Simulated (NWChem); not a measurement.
System: CH5NOSi2; SMILES N1[SiH2][SiH2]OC=1

NWChem input:

```
start job
memory heap 200 mb stack 900 mb global 1100 mb
geometry units angstroms noautosym nocenter noautoz
  C      1.604487    -0.061477     0.000000
  N      1.046748    -1.204806     0.000000
  Si    -0.720762    -1.191322     0.000000
  Si    -0.732473     1.155259     0.000000
  O      0.998157     1.163657     0.000000
  H      2.690803     0.055813     0.000000
  H     -1.267638    -1.861052     1.208503
  H     -1.267638    -1.861052    -1.208503
  H     -1.186911     1.888127    -1.209564
  H     -1.186911     1.888127     1.209564
end
basis spherical
  C library 6-31g*
  N library 6-31g*
  Si library 6-31g*
  O library 6-31g*
  H library 6-31g*
end
dft
  xc pbe0
  iterations 150
end
cosmo
  do_cosmo_smd true
  solvent cychexon
end
task dft energy
```

The geometry was optimised at B3LYP/6-31G* (spherical d). Solvent: cyclohexanone.

Level: PBE0/6-31G* with SMD (1 M gas to 1 M solution), gas-phase geometry. Reactions with the solvent are ignored.

Problem. Give the results of this calculation. (PBE0/6-31G* (spherical d), SMD on the gas-phase geometry.) Quantities: solvation free energy (kcal/mol); cavity-dispersion-structure term (kcal/mol); dipole in solution (D).

Solution. 
```
Property                                     Value
-------------------------------------------  -----
solvation free energy (kcal/mol)              -2.6
cavity-dispersion-structure term (kcal/mol)    1.0
dipole in solution (D)                        2.06
```
